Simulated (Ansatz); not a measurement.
C4H2Cl2Sn (`C#[C][Sn]([Cl])([Cl])[C]#C`). Total charge 0; spin multiplicity 1. Sn: def2 effective core potential.

```xyz
9

C     1.6835    1.0352   -2.0855
C     1.2233    0.4331   -1.1495
Sn    0.4476   -0.5976    0.4467
Cl    1.7634   -0.2188    2.2966
Cl    0.5377   -2.8535   -0.0005
C    -1.4891   -0.0784    0.8845
C    -2.6256    0.2227    1.1454
H     2.0914    1.5683   -2.9145
H    -3.6322    0.4891    1.3769
```

(1) List the harmonic frequencies (cm⁻¹, unscaled) at PBE0-D4/def2-TZVP in Ansatz. (Best estimate.)

(2) Is this a minimum?

(3) Give the ideal-gas thermochemistry at 298.15 K and 1 bar (rigid rotor, harmonic oscillator; point group C2v, symmetry number 2).

(4) And at 400, 500, 600, 800 and 1000 K?

Results:

(1) Computed: 67, 76, 81, 104, 114, 231, 242, 276, 290, 381, 392, 467, 487, 737, 738, 739, 739, 2161, 2161, 3462, 3462.

(2) Yes, all 21 modes are real.

(3) Zero-point energy 104.1 kJ/mol; H(298) − E = 133.0 kJ/mol; entropy 422.8 J/(mol·K), of which translation 177.2, rotation 120.5, vibration 125.1; G(298) − E = 6.9 kJ/mol. Modes under 100 cm⁻¹ are hindered rotations or soft bends, so the harmonic entropy is rough.

(4) 
```json
{"T (K)": "400", "H − E (kJ/mol)": "147.9", "S (J/mol/K)": "465.7", "G − E (kJ/mol)": "-38.4"}
{"T (K)": "500", "H − E (kJ/mol)": "163.5", "S (J/mol/K)": "500.6", "G − E (kJ/mol)": "-86.8"}
{"T (K)": "600", "H − E (kJ/mol)": "179.8", "S (J/mol/K)": "530.3", "G − E (kJ/mol)": "-138.4"}
{"T (K)": "800", "H − E (kJ/mol)": "213.9", "S (J/mol/K)": "579.3", "G − E (kJ/mol)": "-249.5"}
{"T (K)": "1000", "H − E (kJ/mol)": "249.4", "S (J/mol/K)": "618.9", "G − E (kJ/mol)": "-369.5"}
```
